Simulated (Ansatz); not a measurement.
Species: [In(H)3(CO)] (charge 0, multiplicity 1), formula CH3InO.

Q: How many basis functions does frozen-core CCSD(T)/def2-TZVPP // PBE0-D4/def2-SVP in Ansatz (a program for electronic structure) use, how many core orbitals are frozen, and how many electrons are correlated?

A: 154 basis functions and 6 frozen orbitals, which leaves 26 correlated electrons (filled d shells below the valence shell are correlated). Core time is of the order of seconds.
